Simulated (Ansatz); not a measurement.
Cost and result for the atomization energy of BH8NO2Si2 (`NB(O[SiH3])O[SiH3]`) (14 atoms, 13 bonds).

```xyz
14

N     1.051    2.063    1.028
B     0.469    0.920    0.458
O     1.210   -0.234    0.392
Si    1.231   -1.670   -0.390
O    -0.820    1.001   -0.011
Si   -2.067    0.029   -0.428
H     1.993    2.070    1.371
H     0.553    2.928    1.121
H     2.628   -1.948   -0.807
H     0.361   -1.629   -1.597
H     0.762   -2.749    0.515
H    -3.312    0.607    0.137
H    -1.876   -1.343    0.117
H    -2.184   -0.043   -1.906
```

Charge 0, multiplicity 1. All single points use the PBE0-D4/def2-TZVP geometry. It is one conformer, not always the lowest. Program: Ansatz. All runs use 2 threads of an AMD EPYC 7R13 on a shared host and a share of an NVIDIA H100 80 GB. Times are those of one run each, without the atoms' runs, and a repeat can differ threefold. Electronic energies, without spin–orbit coupling; frozen cores. CCSD(T)/CBS adds CCSD(T) − MP2 in def2-TZVPP to the MP2 limit, and its time is that of the two runs behind it. T1 = 0.012. B3LYP takes the VWN-RPA correlation (the form of Gaussian; ORCA's B3LYP/G).

CCSD(T)/CBS is a level of theory with its own doubt, some kJ/mol a heavy atom from the limit and from the frozen cores, so smaller differences don't rank the functionals.

| level | functions | wall time |
| --- | --- | --- |
| PBE0-D4/def2-TZVPP | 320 | 2.5 s |
| B3LYP-D4/def2-TZVPP (with forces) | 320 | 2.7 s |
| B2PLYP/def2-TZVPP | 320 | 3.1 s |
| PBE-D4/def2-TZVPP (with forces) | 320 | 3.2 s |
| r2SCAN-D4/def2-TZVPP (with forces) | 320 | 3.7 s |
| ωB97X-V/def2-TZVPP | 320 | 4.3 s |
| MP2/def2-QZVPP | 608 | 6 s |
| ωB97M-V/def2-TZVPP (with forces) | 320 | 7.5 s |
| CCSD(T)/def2-TZVPP | 320 | 8 s |
| CCSD(T)/CBS(def2) | – | 14 s |

Problem. What atomization energy does each give, and how far from CCSD(T)/CBS? (An estimate is asked.)

Solution. Ansatz gave: 
| level | atomization (kcal/mol) | difference from CCSD(T)/CBS | per bond |
| --- | --- | --- | --- |
| PBE0-D4/def2-TZVPP | 1241.1 | -14.5 | -1.1 |
| B3LYP-D4/def2-TZVPP (with forces) | 1256.0 | 0.4 | 0.0 |
| B2PLYP/def2-TZVPP | 1242.1 | -13.5 | -1.0 |
| PBE-D4/def2-TZVPP (with forces) | 1258.1 | 2.5 | 0.2 |
| r2SCAN-D4/def2-TZVPP (with forces) | 1254.1 | -1.5 | -0.1 |
| ωB97X-V/def2-TZVPP | 1260.2 | 4.6 | 0.3 |
| MP2/def2-QZVPP | 1260.7 | 5.1 | 0.4 |
| ωB97M-V/def2-TZVPP (with forces) | 1259.5 | 3.9 | 0.3 |
| CCSD(T)/def2-TZVPP | 1220.5 | -35.1 | -2.7 |
| CCSD(T)/CBS(def2) | 1255.6 | 0.0 | 0.0 |

In def2-TZVPP, CCSD(T) changes the Hartree–Fock value by +287.5 kcal/mol (the triples alone add +14.9 kcal/mol) and MP2 by +306.5 kcal/mol; breaking electron pairs costs correlation energy, which Hartree–Fock lacks. From PBE to PBE0 (25 % exact exchange), in def2-TZVPP and without D4, the atomization energy moves by −15.9 kcal/mol: exact exchange takes away binding that semilocal exchange gives to molecules. The D4 term adds +12.4 kcal/mol with B3LYP and +6.6 kcal/mol with PBE0; it sums over pairs of atoms, weighted by their polarisabilities, and B3LYP, whose exchange is more repulsive, gets the larger term.
